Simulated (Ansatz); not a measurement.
## Four-centre ligand exchange

Start structure (BNH4OF2, singlet), relaxed at PBE0-D4/def2-TZVP:

```
atom    x (Å)    y (Å)    z (Å)
  B1  -0.3221  -0.0570  -0.5374
  O2   0.6894   0.7400  -1.1177
  F3  -0.3902  -1.3720  -0.9639
  F4  -1.5821   0.5095  -0.4550
  H5   0.2415   0.7694   1.4373
  N6   0.1832  -0.1620   1.0385
  H7   0.5450   0.8829  -2.0536
  H8   1.1025  -0.5907   1.0705
  H9  -0.4672  -0.7200   1.5815
```

The step: BHOF₂ ([OH][B]([F])[F]) + NH₃ → BNH₂F₂ ([NH2][B]([F])[F]) + H₂O; bonds formed: O2–H5; dative contacts that become bonds: B1–N6; bonds broken: B1–O2, H5–N6. Program: Ansatz 0.2.0. Basis: def2-TZVPP and def2-QZVPP. Cores are frozen in the correlated methods. Extrapolation: Hartree–Fock as exp(−7.88 √X), correlation as X^−2.97. Energies below are by CCSD(T) at an estimated basis limit (MP2 extrapolated from triple and quadruple zeta, plus CCSD(T) − MP2 in triple zeta).

Problem. What are the electronic barrier and the energy of the step, from the start structure to the end structure? (To be estimated.)

Solution. The calculation gives: Barrier 131.5 kJ/mol; step energy 61.0 kJ/mol (uphill); reverse barrier, their difference, 70.5 kJ/mol. Barrier and step energy count from the start structure, the reverse barrier from the end structure.

The saddle point: One imaginary mode of 1224i cm⁻¹.
```csv
pair,start (Å),saddle (Å),end (Å)
B1–N6,1.66,1.56,1.39
O2–H5,2.59,1.16,0.96
B1–O2,1.41,1.60,2.75
H5–N6,1.01,1.37,3.74
```

Zero-point energy (harmonic, PBE0-D4): ZPE is 167.9 kJ/mol at the start and 155.9 kJ/mol at the saddle, so the barrier goes from 131.5 to 119.5 kJ/mol.

The T1 diagnostic stays at or below 0.011.

Labels in which every atom is bracketed show which atoms are joined, not bond orders.

For scale, one of the runs: CCSD(T)/def2-TZVPP, 211 basis functions, launched by `ansatz run in.yaml --threads 4 --pin off --events-out ev --progress --plain --max-ram 9574MiB`. Time: 2 min of wall clock on 4 CPU threads of an Intel Xeon; the host was shared. Peak host memory: 3.4 GiB.
